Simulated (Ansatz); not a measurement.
Molecule: SnI, charge 1, multiplicity 1. 
Coordinates optimised at B3LYP-D3(BJ)/def2-TZVP (Ansatz, a program for electronic structure):
```xyz
2

Sn     0.0000     0.0000    -1.3461
I      0.0000     0.0000     1.2699
```
Charge +1, spin multiplicity 1.

Computed values are from Ansatz. Valence correlation only, unless marked. Open shells are spin-unrestricted. No spin-orbit coupling. Frozen are the shells of the preceding noble gas and the d and f shells that filled before the atom's block. In def2 rows, elements after Kr have scalar-relativistic effective core potentials. Basis-set limits of correlation are two-point, X^-3; Hartree-Fock from the larger set.

```
Property                                                                                                            Value
-------------------------------------------------------------------  ----------------------------------------------------
vertical ionisation energy (to the doublet)                              15.61 eV at CCSD(T)/CBS(def2-TZVPPD,def2-QZVPPD)
vertical electron affinity (to the doublet; negative means unbound)       6.76 eV at CCSD(T)/CBS(def2-TZVPPD,def2-QZVPPD)
total energy                                                         -510.0901 Eh at CCSD(T)/CBS(def2-TZVPPD,def2-QZVPPD)
T1 diagnostic                                                                                   0.022 at CCSD/def2-QZVPPD
```
